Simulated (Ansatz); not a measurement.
`[F][SnH]([Br])[Br]` and `[OH][SnH]([Br])[Br]` differ in one atom or group.

Ansatz, PBE0-D4/def2-TZVP geometries, multiplicity 1. Each molecule was computed in one conformer, which needn't be the lowest.

Elements past krypton have def2 core potentials. Scalar relativity is left out up to krypton.

| property | `[F][SnH]([Br])[Br]` |
| --- | --- |
| HOMO–LUMO gap (ωB97M-V/def2-TZVPP) / eV | 10.65 |
| HOMO–LUMO gap (B3LYP/def2-TZVPP) / eV | 5.89 |
| HOMO energy (B3LYP/def2-TZVPP) / eV | -8.63 |
| ideal-gas entropy at 298 K and 1 bar (rigid rotor, harmonic PBE0-D4/def2-TZVP) / J/(mol·K) | 367 |
| size of the dipole moment (B3LYP/def2-TZVPP) / D | 2.28 |
| size of the dipole moment (ωB97M-V/def2-TZVPP) / D | 2.31 |

Problem. What does the change do to each property? (Best estimate.)

Solution. Computed: 
```
                                                                                  property  `[OH][SnH]([Br])[Br]`  shift
                                                   HOMO–LUMO gap (ωB97M-V/def2-TZVPP) / eV                  10.66   0.01
                                                     HOMO–LUMO gap (B3LYP/def2-TZVPP) / eV                   5.92   0.03
                                                       HOMO energy (B3LYP/def2-TZVPP) / eV                  -8.33   0.30
ideal-gas entropy at 298 K and 1 bar (rigid rotor, harmonic PBE0-D4/def2-TZVP) / J/(mol·K)                    379     12
                                          size of the dipole moment (B3LYP/def2-TZVPP) / D                   0.57  -1.71
                                        size of the dipole moment (ωB97M-V/def2-TZVPP) / D                   0.61  -1.70
```

The zero-point energy changes by 29.5 kJ/mol with +3 modes. Dipoles are sizes alone; their direction can turn.

B3LYP here is the variant with VWN-RPA as its local correlation; programs differ in this.

Spin–orbit coupling is left out; it splits and shifts lone-pair levels of the heavy atoms by tenths of an eV.
